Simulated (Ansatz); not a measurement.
The cluster Ru₃H. The state is a doublet with charge 0. Geometry PBE0-D4/def2-TZVP; atoms count from 1.

```xyz
4

Ru   -0.179    1.161   -1.302
Ru    0.866    0.869    1.046
Ru    0.392   -0.947   -0.124
H    -1.080   -1.083    0.380
```

In the def2 sets Ru takes a core potential; there is no spin–orbit coupling. The charge 0 doublet is spin-contaminated (final ⟨S²⟩ up to 3.09, 0.75 for a pure state). Another isomer (doublet) lies 0.46 eV lower at PBE0-D4/def2-TZVP; other spin states weren't run for this one.

Estimate the Mulliken populations from the PBE0/def2-TZVP orbitals of Ansatz.


```json
{"atom": "Ru1", "charge (e)": "-0.04", "spin (α − β)": "2.54", "d electrons": "7.06"}
{"atom": "Ru2", "charge (e)": "0.03", "spin (α − β)": "-2.02", "d electrons": "7.06"}
{"atom": "Ru3", "charge (e)": "0.01", "spin (α − β)": "0.50", "d electrons": "7.13"}
{"atom": "H4", "charge (e)": "0.00", "spin (α − β)": "-0.03", "d electrons": "–"}
```
Mulliken values depend strongly on the basis.

Where does the spin sit?

Summed by element: Ru 1.03, H -0.03, of 1 unpaired in all. Largest on single atoms: Ru1 2.54, Ru2 -2.02, Ru3 0.50.

And the Mayer bond orders between heavy atoms (over 0.3)?

Ru1–Ru2 0.90 (2.59 Å); Ru1–Ru3 1.22 (2.48 Å); Ru2–Ru3 1.76 (2.21 Å).
